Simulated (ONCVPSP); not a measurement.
Plane-wave convergence, ONCV potential for molybdenum (Mo)

| Property | Result |
| --- | --- |
| Element | molybdenum (Mo) |
| Generator | ONCVPSP 4.0.1 |
| Type | optimised norm-conserving Vanderbilt (ONCV) |
| Functional | PBE |
| Relativity | fully relativistic |
| Frozen core | [Ar] 3d10 |
| Valence charge | 14 |
| Reference configuration | 4s2 4p6 4d5 5s0.5 (charge +0.5) |
| Partial waves | 4s+5s: rc 1.85 bohr, ncon 3, nbas 7, qcut 4.9 1/bohr, 2 projectors; 4p: rc 1.40 bohr, ncon 3, nbas 7, qcut 6.8 1/bohr, 2 projectors, debl 2.5 Ha; 4d: rc 1.85 bohr, ncon 4, nbas 9, qcut 9.6 1/bohr, 2 projectors, debl 0.6 Ha |
| Local potential | polynomial inside 0.90 bohr (lpopt 5, dvloc0 3 Ha) |
| Core correction | none |

Open shells are filled in proportion to 2j + 1.

Problem. For each optimised wave give the share of its norm inside rc, the residual kinetic energy above qcut (Ha) and the cutoffs (Ha) for errors of 10, 1, 0.1 and 0.01 mHa per electron.

Solution.

```tsv
wave	norm inside rc	residual KE	10 mHa	1 mHa	0.1 mHa	0.01 mHa
4s	0.958	7.8e-05	4.3	5.8	11.6	46.1
5s	0.066	1.3e-04	3.6	6.0	12.7	48.7
4p j=3/2	0.676	2.4e-04	8.8	18.7	49.6	116.1
p projector 2 j=3/2	0.050	1.4e-04	8.0	15.4	24.1	60.7
4p j=1/2	0.702	2.2e-04	9.2	17.8	46.6	115.4
p projector 2 j=1/2	0.049	1.3e-04	8.4	12.0	24.0	61.9
4d j=5/2	0.548	1.7e-09	15.2	21.4	26.8	31.9
d projector 2 j=5/2	0.140	5.8e-10	13.4	19.6	25.5	30.8
4d j=3/2	0.559	1.7e-09	15.5	21.7	27.1	32.1
d projector 2 j=3/2	0.138	6.0e-10	13.6	19.8	25.7	31.0
```

The occupied waves need 22 Ha and 50 Ha for 1 and 0.1 mHa. Note: no bound ghost flagged; GHOST(+) flagged for s at 53.2 eV.
